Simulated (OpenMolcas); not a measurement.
Ni4+: moving or changing the point charges

Ni4+ among 4 point charges of -1.5 e arranged as a tetrahedron (Td), 2.14 Å from the ion.

| Property | Result |
| --- | --- |
| Program | OpenMolcas |
| Method | SS-CASPT2, IPEA 0.25 Eh, imaginary shift 0.1 Eh (closed shells correlated: 3s 3p) |
| Basis | ANO-RCC-VDZP [5s4p2d1f] |
| Scalar Hamiltonian | DKH2, point nucleus |
| Active space | 6 electrons in 5 orbitals (3d) |
| State averaging | 2S+1 = 5 even, 5 roots; 2S+1 = 3 even, 45 roots; 2S+1 = 1 even, 50 roots |
| Spin-orbit coupling | RASSI with atomic mean-field integrals over the reference wave functions |

Runs around this geometry, states (labels of Td). Energies in cm-1 above the lowest state or level, χT in cm3 K/mol.

```json
{"R (Å)": "2.03", "q (e)": "-0.75", "Ground state": "5E", "First state of that spin": "5T2 400", "First gap with spin-orbit (degeneracies)": "33 (1, 3)", "χT at 300 K": "5.557", "First state of another spin": "3T1 27230"}
{"R (Å)": "1.89", "q (e)": "-1.5", "Ground state": "5E", "First state of that spin": "5T2 1020", "First gap with spin-orbit (degeneracies)": "58 (1, 3)", "χT at 300 K": "5.119", "First state of another spin": "3T1 27770"}
{"R (Å)": "2.14", "q (e)": "-1.5", "Ground state": "5E", "First state of that spin": "5T2 610", "First gap with spin-orbit (degeneracies)": "44 (1, 3)", "χT at 300 K": "5.431", "First state of another spin": "3T1 27410"}
```

Taking the first state of the same spin as R^-n, n = -ln(610 / 1020) / ln(2.14 / 1.89) = 4.1 between the shortest and longest distance.

Roots that are degenerate in the reference are averaged as groups; the widest CASPT2 spread within a group is 270 cm-1 (the 3-fold group of multiplicity 3 near 72100 cm-1 above the lowest state of its run, R = 2.03, q = -0.75). Shifts and gaps below about the spread of the groups concerned are not significant. An orbital doublet at a regular site is open to a Jahn-Teller distortion, which this geometry leaves out. The ground term spreads over less than 5000 cm-1, several times less than with real ligands, so orbital moments are less quenched and χT lies further from the spin-only value than at real sites. Free-ion shares, where given, are those of the reference states; single-state CASPT2 does not remix them. Spin-orbit coupling mixes the spin-free states strongly: the lowest level takes only 68 % from its leading state, 5E (holds for R = 2.03, q = -0.75). Point charges carry no covalency, so the field is a model and not that of real ligands. No measured value stands beside these numbers.
